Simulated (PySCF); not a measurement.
## Cost of excited-state runs on `[C@@H]1(S)[C@@H]([C@H](C)N)C1`, C5H11NS

Molfile (atoms numbered from 1):
```
C5H11NS
     RDKit          3D

 18 18  0  0  0  0  0  0  0  0999 V2000
   -1.0024    1.6908   -0.3295 C   0  0  0  0  0  0  0  0  0  0  0  0
   -0.9376    0.1655   -0.3528 C   0  0  2  0  0  0  0  0  0  0  0  0
   -2.1751   -0.3690    0.1945 N   0  0  0  0  0  0  0  0  0  0  0  0
    0.2981   -0.3240    0.3896 C   0  0  1  0  0  0  0  0  0  0  0  0
    0.8579   -1.6890    0.1185 C   0  0  0  0  0  0  0  0  0  0  0  0
    1.6010   -0.4710   -0.3348 C   0  0  2  0  0  0  0  0  0  0  0  0
    3.1390   -0.0522    0.5077 S   0  0  0  0  0  0  0  0  0  0  0  0
   -1.0310    2.0503    0.6973 H   0  0  0  0  0  0  0  0  0  0  0  0
   -1.9022    2.0245   -0.8376 H   0  0  0  0  0  0  0  0  0  0  0  0
   -0.1332    2.1151   -0.8253 H   0  0  0  0  0  0  0  0  0  0  0  0
   -0.8811   -0.1762   -1.3942 H   0  0  0  0  0  0  0  0  0  0  0  0
   -2.1526   -1.3830    0.1959 H   0  0  0  0  0  0  0  0  0  0  0  0
   -2.2952   -0.0597    1.1538 H   0  0  0  0  0  0  0  0  0  0  0  0
    0.3543    0.0238    1.4161 H   0  0  0  0  0  0  0  0  0  0  0  0
    1.2644   -2.2502    0.9463 H   0  0  0  0  0  0  0  0  0  0  0  0
    0.3907   -2.3008   -0.6397 H   0  0  0  0  0  0  0  0  0  0  0  0
    1.6399   -0.2561   -1.3942 H   0  0  0  0  0  0  0  0  0  0  0  0
    2.9563    1.2676    0.4767 H   0  0  0  0  0  0  0  0  0  0  0  0
  1  2  1  0
  2  3  1  0
  2  4  1  0
  4  5  1  0
  5  6  1  0
  6  7  1  0
  6  4  1  0
  1  8  1  0
  1  9  1  0
  1 10  1  0
  2 11  1  6
  3 12  1  0
  3 13  1  0
  4 14  1  1
  5 15  1  0
  5 16  1  0
  6 17  1  6
  7 18  1  0
M  END
```

PySCF with density fitting, on 1 thread of an Arm Neoverse V1, shared host. Command: `OMP_NUM_THREADS=1 python excited_run.py task.json out`

How long does this run take, and how much memory?
- circular dichroism and optical rotation, wB97X-D/aug-cc-pVDZ; 12 states; writes grids


```tsv
run	level	basis functions	wall time	peak memory (GiB)
circular dichroism and optical rotation	wB97X-D/aug-cc-pVDZ	264	2.3 min	1.1
```
Times from a shared host are rough.
